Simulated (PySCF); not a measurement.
PBE on Al⁻ (aluminium, charge -1), [Ne] 3s2 3p2, high-spin 3P determinant. Calculation: PySCF 2.14, in aug-cc-pV(T+d)Z; the non-relativistic Hamiltonian (point nucleus).

```
cycle= 1 E= -242.25066993737  delta_E= -0.00531  |g|= 0.0291  |ddm|= 0.336
cycle= 2 E= -242.250459204438  delta_E= 0.000211  |g|= 0.0167  |ddm|= 0.169
cycle= 3 E= -242.250783009467  delta_E= -0.000324  |g|= 0.0129  |ddm|= 0.169
cycle= 4 E= -242.251097061886  delta_E= -0.000314  |g|= 0.000549  |ddm|= 0.066
cycle= 5 E= -242.251097797634  delta_E= -7.36e-07  |g|= 9.17e-05  |ddm|= 0.00325
cycle= 6 E= -242.251097822232  delta_E= -2.46e-08  |g|= 3.7e-06  |ddm|= 0.000638
cycle= 7 E= -242.251097822264  delta_E= -3.25e-11  |g|= 3.14e-07  |ddm|= 2.5e-05
converged SCF energy = -242.251097822264  <S^2> = 2.0037798  2S+1 = 3.0025188
```

Highest occupied orbital energy: 1.317 eV; ⟨L²⟩ = 2.01; populations by l: s 6.00, p 8.00, d 0.00, f 0.00.

Task: Can this result be used?

Result: With care. The calculation finished and met its thresholds. At PBE the highest occupied level has a positive energy, so only the finite basis holds that electron; in a semilocal or global hybrid functional this comes from self-interaction and does not mean that the real anion is unbound.
